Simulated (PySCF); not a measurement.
Al(Br)2(OMe) (CH₃AlBr₂O), SMILES C[O][Al]([Br])[Br].

Geometry optimised at PBE0-D3(BJ)/def2-SVP. One conformer was computed; it need not be the lowest.

Calculation: PBE/def2-TZVP run with PySCF.

The molecule is in vacuum.

Computed frontier levels, gap, dipole moment and polarisability:
```json
{
 "highest_occupied_level": "-7.05 eV",
 "lowest_empty_level": "-1.95 eV",
 "orbital_gap": "5.10 eV",
 "dipole_moment": "1.51 D",
 "quadrupole, principal values (traceless, Buckingham form, about the centre of nuclear charge)": "-6.40, 2.23, 4.17 D·Å",
 "mean_static_polarisability": "80.9 bohr³ (11.99 Å³)",
 "polarisability_principal_values": "61.6, 85.4, 95.8 bohr³"
}
```
